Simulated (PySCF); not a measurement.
Ligand exchange on a metal centre used in film growth or etching (Hf H-SH). Gas-phase values, no solvent. One relaxed conformer stands for each flexible species; it need not be the lowest.

These are TPSSh-D3(BJ)/def2-TZVP // BP86-D3(BJ)/def2-SVP run with PySCF values and carry that method's errors. All candidates: neutral, multiplicity 1. 

The HOMO is -7.46 eV and the HOMO–LUMO gap comes out as 4.95 eV. The LUMO is -2.52 eV.

Problem. Name which member has these values.
(A) [Hf(SH)4]
(B) [Hf(H)4]
(C) [Hf(H)2(SH)2]

Solution. C, [Hf(H)2(SH)2]. The others give [Hf(SH)4]: -7.27 eV, 4.69 eV, -2.58 eV; [Hf(H)4]: -7.89 eV, 5.40 eV, -2.49 eV
